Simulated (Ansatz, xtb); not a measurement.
## AlFH3SeSi: 4 structures ranked

4 gas-phase structures of AlFH3SeSi, found in a search over its isomers (lower ones may exist). Each was relaxed with GFN2-xTB; where two conformers were screened, the lower at r2SCAN-D4/def2-SVP is listed:

A. `[F][Al][Se][SiH3]`, a doublet
B. `[F][Al]([SiH3])[Se]`, a doublet
C. `[F][AlH][Se][SiH2]`, a doublet
D. a doublet given by its coordinates

D (Å):

| atom | x (Å) | y (Å) | z (Å) |
| --- | --- | --- | --- |
| Al | -1.8392 | 0.4295 | 0.7645 |
| F | -1.9014 | 0.1712 | -0.8632 |
| Se | -3.7856 | 0.6863 | 2.1220 |
| Si | -2.8513 | -1.4151 | 2.1886 |
| H | -0.5641 | 1.1097 | 1.2457 |
| H | -3.7641 | -2.4744 | 1.7309 |
| H | -2.3932 | -1.7860 | 3.5350 |

Close contacts (Å): Al1–F2 1.65, Al1–Se3 2.39, Al1–Si4 2.54, Se3–Si4 2.30, Al1–H5 1.52, Si4–H6 1.47, Si4–H7 1.47.

Which do you expect lowest at r2SCAN-D4/def2-SVP, and how would the others follow?

Calculated order at r2SCAN-D4/def2-SVP: A (0.0), C (27.3), D (30.1), B (51.0) kJ/mol. Less than 1 kcal/mol parts C and D, so the order within that pair means little.

Energies above the lowest of each column, in kJ/mol; the last columns are at B3LYP/6-31G* geometries (a dash: not run or not comparable):

```tsv
structure	GFN2-xTB	HF/STO-3G	r2SCAN-D4/def2-SVP	B3LYP/6-31G*	CCSD(T)/def2-SVP + ΔMP2/def2-TZVPP
A	36.8	20.3	0.0	0.0	0.0
C	19.6	22.3	27.3	31.7	30.1
D	0.0	67.9	30.1	32.9	–
B	35.5	0.0	51.0	29.2	44.1
```

CCSD(T)/def2-SVP + ΔMP2/def2-TZVPP puts A lowest of those it was run on; GFN2-xTB picks D, HF/STO-3G picks B. Flexible structures stand in one conformer each, not always the lowest. Frequencies (B3LYP/6-31G*) were run for A, B, C alone. The ΔMP2 step shifts differences by up to 15.0 kJ/mol, which makes them less sure. Open shells are spin-unrestricted. ΔMP2 is the change of the MP2 energy from the smaller to the larger basis.

Over these structures GFN2-xTB departs from r2SCAN-D4/def2-SVP by 20.5 kJ/mol on average once a common shift is removed. A GFN2-xTB relaxation took about 0.19 s and the r2SCAN-D4/def2-SVP energy about 2.9 s on a shared host (Ansatz 0.2.0, xtb 6.7.1 (Pople sets with spherical d functions)).
